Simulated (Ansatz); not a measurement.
Reaction (hydrogenolysis of a C–B bond): `CC(=N)BCl` + H₂ → `CC=N` + `BCl`

Calculated with Ansatz (gas phase, PBE0-D4/def2-TZVP geometries, no zero-point term in ΔE). CBS: MP2 limit from def2 TZ/QZ plus the TZ coupled-cluster correction, frozen cores. This one scheme is used for every species. DFT in def2-TZVPP. B3LYP here is the variant with VWN-RPA as its local correlation; programs differ in this. Each species was taken in one conformer, which may not be the lowest.

`CC(=N)BCl`:

```xyz
10

C    -1.032   -0.051    0.578
C     0.118    0.254   -0.333
N     0.098    1.128   -1.266
B     1.489   -0.504   -0.209
Cl    1.707   -1.741    1.002
H    -1.318   -1.103    0.496
H    -0.748    0.108    1.622
H    -1.899    0.572    0.347
H    -0.814    1.595   -1.310
H     2.400   -0.257   -0.929
```

H₂:

Z-matrix (Å, degrees):
```
H
H 1 0.746
```

`CC=N`:

Z-matrix (Å, degrees):
```
C
C 1 1.493
H 1 1.092 2 111.6
H 1 1.094 2 110.3 3 -121.2
H 1 1.094 2 110.3 3 121.2
N 2 1.263 1 127.9 3 0.0
H 2 1.095 1 115.5 3 -180.0
H 6 1.023 2 110.6 1 0.0
```

`BCl`:

```xyz
4

B     0.074   -0.076    0.110
Cl   -0.770    0.782   -1.137
H    -0.559   -0.511    1.019
H     1.254   -0.195    0.008
```

CCSD(T)/CBS gives -11.5 kJ/mol.

Problem. Another level gave -19.7 kJ/mol. Which?
A. CCSD(T)/def2-TZVPP
B. B3LYP/def2-TZVPP
C. revPBE-D4/def2-TZVPP
D. BHLYP-D4/def2-TZVPP

Solution. D. BHLYP-D4 -19.7, CCSD(T)/def2-TZVPP -13.4, revPBE-D4 -2.4, B3LYP -24.7 kJ/mol.

Largest T1 diagnostic among the species: 0.012.

In def2-TZVPP, CCSD(T) changes the Hartree–Fock value by +29.1 kJ/mol (the triples alone add +6.4 kJ/mol) and MP2 by +34.1 kJ/mol. From r2SCAN to r2SCAN0 (25 % exact exchange), in def2-TZVPP and without D4, ΔE moves by −5.0 kJ/mol.
